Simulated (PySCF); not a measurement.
F₃OTa (SMILES [O]=[Ta]([F])([F])[F]), singlet, geometry from GFN2-xTB (such geometries of metal compounds can be far from the true shape) (core potentials on Ta), with bond 4-1 at 2.0 times its length; B3LYP/def2-SVP in PySCF.

Input for PySCF:
```python
from pyscf import gto, scf, dft

mol = gto.Mole()
mol.atom = '''
    Ta    0.016939    0.009075   -0.019553
    O     1.067821    0.572063   -1.232560
    F     0.970074   -0.956009    1.218615
    F    -2.555867   -2.137663   -1.524155
    F    -0.787181    1.438195    0.807440
'''
mol.basis = 'def2-svp'
mol.ecp = {'Ta': 'def2-svp'}
mol.charge = 0
mol.spin = 0
mol.verbose = 4
mol.build()

mf = dft.RKS(mol)
mf.xc = 'b3lyp'
mf.diis = False
mf.damp = 0.3
mf.diis_start_cycle = 200
mf.max_cycle = 150
mf.kernel()
```

What the program printed (banner, timings and long lists left out):

```
PySCF version 2.14.0

[INPUT] verbose = 4
[INPUT] num. atoms = 5
[INPUT] num. electrons = 48
[INPUT] charge = 0
[INPUT] spin (= nelec alpha-beta = 2S) = 0
[INPUT] symmetry False subgroup None
[INPUT] Mole.unit = angstrom
[INPUT] Symbol           X                Y                Z      unit          X                Y                Z       unit  Magmom
[...]
nuclear repulsion = 184.256195317646
number of shells = 36
number of NR pGTOs = 153
number of NR cGTOs = 88
basis = def2-svp
ecp = {'Ta': 'def2-svp'}

******** <class 'pyscf.dft.rks.RKS'> ********
method = RKS
initial guess = minao
damping factor = 0.3
level_shift factor = 0
DIIS disabled
SCF conv_tol = 1e-09
SCF conv_tol_grad = None
SCF max_cycles = 150
direct_scf = True
direct_scf_tol = 1e-13
XC library pyscf.dft.libxc version 7.1.2
    S. Lehtola, C. Steigemann, M. J. T. Oliveira, and M. A. L. Marques,  SoftwareX 7, 1–5 (2018)
XC functionals = b3lyp
    P. J. Stephens, F. J. Devlin, C. F. Chabalowski, and M. J. Frisch,  J. Phys. Chem. 98, 11623 (1994)
radial grids:
    Treutler-Ahlrichs [JCP 102, 346 (1995); DOI:10.1063/1.469408] (M4) radial grids

becke partition: Becke, JCP 88, 2547 (1988); DOI:10.1063/1.454033
pruning grids: <function nwchem_prune>
grids dens level: 3
symmetrized grids: False
atomic radii adjust function: <function treutler_atomic_radii_adjust>
small_rho_cutoff = 0
Set gradient conv threshold to 3.16228e-05
Initial guess from minao.
tot grids = 80880
init E= -418.570630313579
[...]
cycle= 1 E= -431.201039719575  delta_E= -12.6  |g|= 1.27  |ddm|= 7.95
[...]
cycle= 2 E= -417.384074523375  delta_E= 13.8  |g|=  3.9  |ddm|= 5.11
[...]
cycle= 3 E= -381.241196060398  delta_E= 36.1  |g|= 7.74  |ddm|= 16.1
[...]
cycle= 4 E= -382.306693398546  delta_E= -1.07  |g|= 8.85  |ddm|= 18.4
[...]
cycle= 5 E= -345.926444908028  delta_E= 36.4  |g|= 10.8  |ddm|= 20.7
[...]
cycle= 6 E= -363.896528236421  delta_E=  -18  |g|= 9.32  |ddm|= 22.9
[...]
cycle= 7 E= -327.596611614724  delta_E= 36.3  |g|= 10.6  |ddm|= 23.1
[...]
cycle= 8 E= -359.423541127631  delta_E= -31.8  |g|= 9.56  |ddm|=   23
[...]
cycle= 9 E= -330.384147662174  delta_E=   29  |g|= 9.94  |ddm|= 22.2
[...]
cycle= 10 E= -359.771907711497  delta_E= -29.4  |g|= 9.57  |ddm|= 22.1
[...]
cycle= 11 E= -330.062857236668  delta_E= 29.7  |g|= 9.98  |ddm|= 22.2
[...]
cycle= 12 E= -359.751456583845  delta_E= -29.7  |g|= 9.57  |ddm|= 22.2
[...]
cycle= 13 E= -330.102392332803  delta_E= 29.6  |g|= 9.98  |ddm|= 22.2
[...]
[...]
[...]
cycle= 120 E= -359.754106115411  delta_E= -29.7  |g|= 9.57  |ddm|= 22.2
[...]
cycle= 121 E= -330.098027856039  delta_E= 29.7  |g|= 9.98  |ddm|= 22.2
[...]
cycle= 122 E= -359.75410611541  delta_E= -29.7  |g|= 9.57  |ddm|= 22.2
[...]
cycle= 123 E= -330.098027856042  delta_E= 29.7  |g|= 9.98  |ddm|= 22.2
[...]
cycle= 124 E= -359.754106115411  delta_E= -29.7  |g|= 9.57  |ddm|= 22.2
[...]
cycle= 125 E= -330.098027856039  delta_E= 29.7  |g|= 9.98  |ddm|= 22.2
[...]
cycle= 126 E= -359.754106115412  delta_E= -29.7  |g|= 9.57  |ddm|= 22.2
[...]
cycle= 127 E= -330.098027856042  delta_E= 29.7  |g|= 9.98  |ddm|= 22.2
[...]
cycle= 128 E= -359.754106115411  delta_E= -29.7  |g|= 9.57  |ddm|= 22.2
[...]
cycle= 129 E= -330.09802785604  delta_E= 29.7  |g|= 9.98  |ddm|= 22.2
[...]
cycle= 130 E= -359.754106115412  delta_E= -29.7  |g|= 9.57  |ddm|= 22.2
[...]
cycle= 131 E= -330.098027856039  delta_E= 29.7  |g|= 9.98  |ddm|= 22.2
[...]
cycle= 132 E= -359.754106115411  delta_E= -29.7  |g|= 9.57  |ddm|= 22.2
[...]
cycle= 133 E= -330.098027856038  delta_E= 29.7  |g|= 9.98  |ddm|= 22.2
[...]
cycle= 134 E= -359.754106115411  delta_E= -29.7  |g|= 9.57  |ddm|= 22.2
[...]
cycle= 135 E= -330.098027856039  delta_E= 29.7  |g|= 9.98  |ddm|= 22.2
[...]
cycle= 136 E= -359.754106115412  delta_E= -29.7  |g|= 9.57  |ddm|= 22.2
[...]
cycle= 137 E= -330.098027856042  delta_E= 29.7  |g|= 9.98  |ddm|= 22.2
[...]
cycle= 138 E= -359.754106115411  delta_E= -29.7  |g|= 9.57  |ddm|= 22.2
[...]
cycle= 139 E= -330.098027856038  delta_E= 29.7  |g|= 9.98  |ddm|= 22.2
[...]
cycle= 140 E= -359.754106115411  delta_E= -29.7  |g|= 9.57  |ddm|= 22.2
[...]
cycle= 141 E= -330.098027856039  delta_E= 29.7  |g|= 9.98  |ddm|= 22.2
[...]
cycle= 142 E= -359.754106115411  delta_E= -29.7  |g|= 9.57  |ddm|= 22.2
[...]
cycle= 143 E= -330.098027856039  delta_E= 29.7  |g|= 9.98  |ddm|= 22.2
[...]
cycle= 144 E= -359.754106115411  delta_E= -29.7  |g|= 9.57  |ddm|= 22.2
[...]
cycle= 145 E= -330.098027856038  delta_E= 29.7  |g|= 9.98  |ddm|= 22.2
[...]
cycle= 146 E= -359.754106115411  delta_E= -29.7  |g|= 9.57  |ddm|= 22.2
[...]
cycle= 147 E= -330.098027856039  delta_E= 29.7  |g|= 9.98  |ddm|= 22.2
[...]
cycle= 148 E= -359.754106115411  delta_E= -29.7  |g|= 9.57  |ddm|= 22.2
[...]
cycle= 149 E= -330.098027856038  delta_E= 29.7  |g|= 9.98  |ddm|= 22.2
[...]
cycle= 150 E= -359.754106115411  delta_E= -29.7  |g|= 9.57  |ddm|= 22.2
SCF not converged.
SCF energy = -359.754106115411
```

Convergence was not reached.
